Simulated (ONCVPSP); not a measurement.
## What the settings do to the ONCV potential of Cd (Z = 48)

Base potential:

Cd (Z = 48), optimised norm-conserving Vanderbilt (ONCV), made with ONCVPSP 4.0.1 (PBE, fully relativistic). Core [Ar] 3d10, reference 4s2 4p6 4d10 5s1 5p1. Waves: 4s+5s: rc 1.65 bohr, ncon 3, nbas 8, qcut 7.6 1/bohr, 2 projectors; 4p+5p: rc 1.70 bohr, ncon 4, nbas 7, qcut 9 1/bohr, 2 projectors; 4d: rc 1.05 bohr, ncon 3, nbas 6, qcut 10.2 1/bohr, 2 projectors, debl 1.9 Ha. Local part: polynomial inside 1.00 bohr (lpopt 5, dvloc0 0 Ha). Core correction: polynomial model core, fcfact 0.6.

Open shells are filled in proportion to 2j + 1.

All-electron outer shells of the reference configuration (PBE, scalar-relativistic, ld1.x):

```
shell  level (eV)  outermost node (bohr)  outermost maximum (bohr)
   3p     -603.21                   0.14                      0.32
   3d     -395.57                      –                      0.27
   4s     -107.90                   0.43                      0.79
   4p      -68.96                   0.43                      0.84
   4d      -13.66                   0.42                      0.98
   5s       -6.93                   1.06                      2.29
   5p       -2.08                   1.19                      3.17
```

Cutoffs, loose and tight: the cutoffs (Ha) at which the residual kinetic energy of the hardest occupied pseudo-wave falls to 1 and 0.1 mHa per electron. They do not see the model core or the augmentation charge, which bear on the density cutoff. Test errors are all-electron minus pseudo excitation energies from the reference, over the configurations 4s2 4p6 4d10 5s2 5p0; 4s2 4p6 4d10 5s1 5p0; 4s2 4p6 4d10 5s0 5p0; 4s2 4p5 4d10 5s2 5p0. A dash means not determined; rows that change the core or the reference have their own tests.

```tsv
change	outcome	cutoff, loose	cutoff, tight	bound ghosts	GHOST(+) flags above zero	largest test error (meV)
base	generated	39 Ha	47 Ha	none	s	-48
local potential polynomial inside 1.00 bohr (lpopt 5, dvloc0 -1.5 Ha)	generated	39 Ha	47 Ha	none	s	-48
local potential polynomial inside 1.00 bohr (lpopt 5, dvloc0 1.5 Ha)	generated	39 Ha	47 Ha	none	s	-49
local potential polynomial inside 1.00 bohr (lpopt 5, dvloc0 3.5 Ha)	generated	39 Ha	47 Ha	none	none	-49
local potential polynomial inside 1.00 bohr (lpopt 5, dvloc0 5.5 Ha)	generated	39 Ha	47 Ha	none	none	-49
local potential polynomial inside 1.00 bohr (lpopt 5, dvloc0 7 Ha)	generated	39 Ha	47 Ha	none	none	-49
local potential polynomial inside 1.00 bohr (lpopt 5, dvloc0 8.5 Ha)	generated	39 Ha	47 Ha	none	none	-50
```

Reading the sweep of the dvloc0 (base included, trends over the rows without a ghost): The loose cutoff stays near 39 Ha. The median size of the test errors (rows with all tests solved) stays near 1.4 meV.
